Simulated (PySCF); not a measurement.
SMILES C([CH2][GeH2])(C)C (C₄H₁₁Ge), doublet, GFN2-xTB optimised geometry.

```
16

C     -1.57    -0.94    -3.75
C     -1.31    -0.63    -2.27
C     -2.34    -1.33    -1.39
C      0.10    -1.05    -1.88
Ge     0.60    -0.48     0.00
H     -2.57    -0.62    -4.03
H     -1.49    -2.01    -3.93
H     -0.85    -0.43    -4.38
H     -1.40     0.45    -2.13
H     -2.26    -2.41    -1.49
H     -2.17    -1.07    -0.34
H     -3.35    -1.02    -1.66
H      0.84    -0.56    -2.52
H      0.22    -2.13    -1.99
H      2.17    -0.48     0.00
H      0.37     1.07     0.00
```

Density from unrestricted CAM-B3LYP/def2-TZVP (PySCF) at that geometry.

Minimum of the electron density along straight lines between bonded atoms, close to the bond critical point (lines longer than 1.1 times the sum of covalent radii, or with two minima, are not listed):

```csv
bond,length / Å,ρ at the minimum / e bohr⁻³,∇²ρ there / e bohr⁻⁵,position (fraction from the first atom)
C1–C2,1.530,0.247,-0.62,0.50
C2–C3,1.524,0.250,-0.63,0.50
C2–C4,1.518,0.252,-0.64,0.49
C4–Ge5,2.030,[?],[?],0.53
C1–H6,1.088,0.280,-0.97,0.64
C1–H7,1.088,0.279,-0.96,0.64
C1–H8,1.088,0.280,-0.97,0.64
C2–H9,1.097,0.279,-0.96,0.64
C3–H10,1.088,0.279,-0.96,0.64
C3–H11,1.091,0.278,-0.95,0.64
C3–H12,1.088,0.280,-0.97,0.64
C4–H13,1.092,0.276,-0.93,0.64
C4–H14,1.090,0.278,-0.95,0.64
Ge5–H15,1.567,0.125,0.05,0.59
Ge5–H16,1.567,0.125,0.05,0.59
```

Complete the blanks.


- C4–Ge5, ρ at the minimum / e bohr⁻³: 0.113
- C4–Ge5, ∇²ρ there / e bohr⁻⁵: 0.03
